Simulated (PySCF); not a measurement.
# Electron correlation in C+ (carbon, charge +1)

[He] 2s2 2p1, 2P determinant. Calculation: PySCF 2.14, in cc-pVTZ (4s3p2d1f, 30 functions); no relativity, point nucleus. Frozen: 1s2; 3 electrons correlated.

MP2 pair energies summed by pair of shells (mhartree):

| pair | energy | share (%) |
| --- | --- | --- |
| 2s-2s | -29.02 | 57.2 |
| 2s-2p | -21.68 | 42.8 |

Total MP2 correlation energy: -50.70 mhartree.

Same-spin part -3.45 and opposite-spin part -47.25 mhartree; SCS-MP2 scales them by 1/3 and 6/5 to -57.85 mhartree.

| level | correlation energy (mhartree) |
| --- | --- |
| CCSD | -74.52 |
| (T) | -1.15 |
| CCSD(T) | -75.67 |

Diagnostics: T1 = 0.0094, D1 = 0.0179, largest double amplitude 0.132.

Cost of the coupled-cluster step: 0.17 s of wall time on 1 thread of Intel(R) Xeon(R) 6975P-C (shared host), for 3 correlated electrons.

Iterations:

```
CC2 = 0
CCSD nocc = (np.int64(2), np.int64(1)), nmo = (29, 29)
frozen orbitals [[0], [0]]
max_cycle = 100
direct = 0
conv_tol = 1e-08
conv_tol_normt = 1e-06
diis_space = 8
diis_start_cycle = 0
Init t2, MP2 energy = -0.0506958522154709
Init E_corr(UCCSD) = -0.050695852252511
cycle = 1  E_corr(UCCSD) = -0.0642441938524507  dE = -0.0135483416  norm(t1,t2) = 0.054437
cycle = 2  E_corr(UCCSD) = -0.0695480696522798  dE = -0.0053038758  norm(t1,t2) = 0.026842
cycle = 3  E_corr(UCCSD) = -0.0745664693556706  dE = -0.0050183997  norm(t1,t2) = 0.0140093
cycle = 4  E_corr(UCCSD) = -0.0744909994651855  dE = 7.54698905e-05  norm(t1,t2) = 0.00121468
cycle = 5  E_corr(UCCSD) = -0.0745337452763796  dE = -4.27458112e-05  norm(t1,t2) = 0.000192521
cycle = 6  E_corr(UCCSD) = -0.0745160455379047  dE = 1.76997385e-05  norm(t1,t2) = 4.43755e-05
cycle = 7  E_corr(UCCSD) = -0.0745212820903065  dE = -5.2365524e-06  norm(t1,t2) = 1.41828e-05
cycle = 8  E_corr(UCCSD) = -0.0745209067425385  dE = 3.75347768e-07  norm(t1,t2) = 1.8805e-06
cycle = 9  E_corr(UCCSD) = -0.0745208206289062  dE = 8.61136323e-08  norm(t1,t2) = 3.86825e-07
cycle = 10  E_corr(UCCSD) = -0.0745208469668228  dE = -2.63379166e-08  norm(t1,t2) = 8.51887e-08
cycle = 11  E_corr(UCCSD) = -0.0745208452715052  dE = 1.69531754e-09  norm(t1,t2) = 3.08674e-08
UCCSD converged
E(UCCSD) = -37.36926726814264  E_corr = -0.07452084527150522
UCCSD(T) correction = -0.00114781882453972
```
